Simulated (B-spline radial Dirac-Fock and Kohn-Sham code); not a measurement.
**Dipole and non-dipole photoemission parameters of Pt 5p3/2**

System: the Pt atom, [Xe] 4f14 5d9 6s1; threshold 57.03 eV (orbital energy of the model). Calculated with a B-spline atomic structure program, using Dirac-Hartree-Slater photoionisation with a Latter tail; cross sections with all multipoles, angular parameters from the dipole term and its interference with E2.

Input of the calculation (task.json; shells as n, l, electrons):

```json
{"items": [{
  "Z": 78,
  "q": 0,
  "cfg": [[1, 0, 2], [2, 0, 2], [2, 1, 6], [3, 0, 2], [3, 1, 6], [3, 2, 10], [4, 0, 2], [4, 1, 6], [4, 2, 10], [4, 3, 14], [5, 0, 2], [5, 1, 6], [5, 2, 9], [6, 0, 1]],
  "A": 195,
  "rrms": 5.427,
  "do": "xps",
  "hv": [55.9, 88.8, 113.0, 125.0, 150, 212.0, 259.0, 300, 400, 465.0, 469.0, 490.0, 604.0, 697.0, 800, 1340.0, 1486.9, 2510.0, 3740.0, 3990.0, 4000, 4510.0, 5160.0, 6000, 6920.0, 7220.0, 7420.0, 9360.0, 13000.0, 15000],
  "edges": {"K": 78395.0, "L1": 13880.0, "L2": 13273.0, "L3": 11564.0, "M1": 3296.0, "M2": 3027.0, "M3": 2645.0, "M4": 2202.0, "M5": 2122.0, "N1": 725.4, "N2": 609.1, "N3": 519.4, "N4": 331.6, "N5": 314.6, "N6": 74.5, "N7": 71.2, "O1": 101.7, "O2": 65.3}
}]}
```

Launch: `python xray2_run.py task.json out`

For linearly polarised light dσ/dΩ = σ/(4π) [1 + β P₂(cos θ) + (δ + γ cos²θ) sin θ cos φ], with θ from the polarisation vector and φ the angle between the beam and the projection of the electron momentum on the plane normal to the polarisation.

```
hν (eV)  σ (kb)       β       γ       δ
   88.8     908   1.536   0.141  -0.015
    113     431   0.653   0.440  -0.050
    125     334   0.296   0.417  -0.050
    150     233  -0.144   0.231  -0.029
    212     153  -0.147  -0.063   0.023
    259     126   0.101  -0.075   0.038
    300     110   0.308  -0.033   0.043
    400    82.1   0.676   0.100   0.039
    465    69.5   0.842   0.170   0.034
    469    68.8   0.851   0.174   0.034
    490    65.4   0.895   0.192   0.032
    604    50.8   1.082   0.261   0.023
    697    42.3   1.192   0.289   0.017
    800    35.2   1.284   0.298   0.012
   1340    16.6   1.538   0.200   0.000
 1486.9    14.1   1.575   0.163  -0.001
   2510       ?       ?       ?       ?
   3740    2.76   1.751  -0.037   0.005
   3990    2.43   1.755  -0.025   0.006
   4000    2.42   1.756  -0.024   0.006
   4510    1.90   1.760   0.012   0.008
   5160    1.44   1.762   0.075   0.010
   6000    1.04   1.759   0.174   0.012
   6920   0.762   1.751   0.294   0.015
   7220   0.693   1.748   0.335   0.015
   7420   0.651   1.746   0.362   0.016
   9360   0.382   1.722   0.629   0.021
  13000   0.172   1.669   1.107   0.032
  15000   0.120   1.639   1.344   0.039
```

Task: Give the values at 2510 eV.

Result: σ = 5.83 kb, β = 1.705, γ = -0.014, δ = 0.000.
